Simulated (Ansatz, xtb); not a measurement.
**CH2FGe−: where a starting geometry ends**

The starting geometry of this gas-phase singlet has its atoms placed at random.

| atom | x (Å) | y (Å) | z (Å) |
| --- | --- | --- | --- |
| C | -0.5028 | -0.6425 | 0.1177 |
| F | -1.8657 | -0.3964 | 0.7653 |
| Ge | -0.3023 | 1.3338 | 0.0602 |
| H | 0.0447 | -1.4805 | -0.9500 |
| H | 1.1456 | -0.1568 | -0.2055 |

**Question.** One run relaxed it with r2SCAN-D4/def2-SVPD. What is a likely outcome?

**Answer.** It ends as `[H]/[Ge-]=[CH]/F`. Contacts that close: C1–F2 (1.53 → 1.41 Å), C1–H4 (1.46 → 1.10 Å), Ge3–H5 (2.09 → 1.61 Å).

The energy falls by 4.38 eV over 9 steps:

```json
{"step": "1", "E − E(last) (eV)": "4.384"}
{"step": "2", "E − E(last) (eV)": "2.366"}
{"step": "3", "E − E(last) (eV)": "1.312"}
{"step": "4", "E − E(last) (eV)": "0.533"}
{"step": "5", "E − E(last) (eV)": "0.154"}
{"step": "6", "E − E(last) (eV)": "0.003"}
{"step": "7", "E − E(last) (eV)": "0.000"}
{"step": "8", "E − E(last) (eV)": "0.000"}
{"step": "9", "E − E(last) (eV)": "0.000"}
```

Final geometry (Å):

```xyz
5

C    -0.7071   -0.5565    0.0333
F    -2.0292   -0.7506    0.4962
Ge    0.1657    1.0667    0.1743
H    -0.3742   -1.5204   -0.3859
H     1.4643    0.4184   -0.5303
```

From the same start GFN2-xTB reaches the same bonding as this run.

From so rough a start the end depends on the optimiser's path, so another program may land elsewhere. No frequencies were run, so the end isn't proven a minimum. Run with Ansatz 0.2.0, 19 s on 2 threads of Intel(R) Xeon(R) Platinum 8375C CPU @ 2.90GHz (Ice Lake), on a shared host.
